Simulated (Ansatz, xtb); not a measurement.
## Relaxing a trial structure of CH7NO2Si

The starting geometry of this gas-phase singlet was built from a drawn formula by distance geometry and a force field; its bonds are those of `C[N@H+]([O-])[SiH2]O`.

```xyz
12

C    -1.8756    1.7211    0.7803
N    -0.8001    1.7938   -0.2538
O    -0.7061    3.0683   -0.7500
O    -0.5356    1.4105   -2.8968
Si   -1.0250    0.6563   -1.5906
H    -1.5288    2.3959    1.5526
H    -2.7538    1.9413    0.3480
H    -1.8272    0.6591    1.2139
H     0.0994    1.4788    0.1955
H    -2.4821    0.2454   -1.6937
H    -0.1641   -0.5630   -1.3354
H    -0.4667    2.4258   -2.7157
```

Question: Predict what becomes of its bonds when it is optimised with r2SCAN-D4/def2-SVP.

Answer: It rearranges to `CNO[SiH2]O`. Contacts that open: N2–Si5 (1.77 → 2.38 Å). Contacts that close: O3–Si5 (2.57 → 1.69 Å).

The energy falls by 1.93 eV over 34 steps:

| step | E − E(last) (eV) |
| --- | --- |
| 1 | 1.928 |
| 5 | 1.235 |
| 8 | 1.226 |
| 12 | 1.224 |
| 16 | 1.154 |
| 19 | 0.787 |
| 23 | 0.187 |
| 27 | 0.050 |
| 30 | 0.004 |
| 34 | 0.000 |

Final geometry (Å):

```xyz
12

C    -1.8932    1.8329    1.1405
N    -0.8622    1.1494    0.3872
O    -0.4834    1.9998   -0.7298
O    -0.4153    1.6419   -3.4149
Si   -0.7909    0.8979   -1.9795
H    -1.6086    2.8635    1.4245
H    -2.8147    1.8753    0.5403
H    -2.0991    1.2450    2.0488
H    -0.0082    1.0960    0.9476
H    -2.2336    0.5198   -1.9336
H     0.1128   -0.2741   -1.8997
H    -0.9692    2.3858   -3.6771
```

From the same start GFN2-xTB ends elsewhere, differing in N2–Si5 (2.00 against 2.38 Å here), O3–Si5 (2.72 against 1.69 Å here), O3–H12 (0.99 against 3.01 Å here), O4–H12 (1.93 against 0.96 Å here).

No frequencies were run, so the end isn't proven a minimum. Run with Ansatz 0.2.0, 100 s on 2 threads of Arm Neoverse V1, on a shared host.
